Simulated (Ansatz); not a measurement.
Diatomic SnAs, multiplicity 4 (an upper state: multiplicity 2 came lower at CCSD(T)/def2-TZVPP on PBE0 minima). No spin–orbit coupling. As is treated without relativity.

The constants come from a fifth-degree fit in 1/R (seven points, main isotopes). Runs in def2 and cc sets follow the lowest solution found near the PBE0 minimum.

Codes used: Ansatz (Gaussian basis) for Hartree–Fock, density functionals and correlated methods.  In def2 rows elements past Kr take small-core potentials, without spin–orbit coupling.

```tsv
level	r_e (Å)	ω_e (cm⁻¹)	ω_e x_e (cm⁻¹)	dipole (D)
PBE/def2-TZVPP	2.753	189	0.44	0.76
PBE0/def2-TZVPP	2.720	___	0.45	0.92
wB97X-V/def2-TZVPP	___	___	0.42	1.09
```

### Question
Fill in the missing entries.

### Answer

- wB97X-V/def2-TZVPP, r_e (Å): 2.698
- wB97X-V/def2-TZVPP, ω_e (cm⁻¹): 206
- PBE0/def2-TZVPP, ω_e (cm⁻¹): 199

Ansatz is an electronic-structure program.
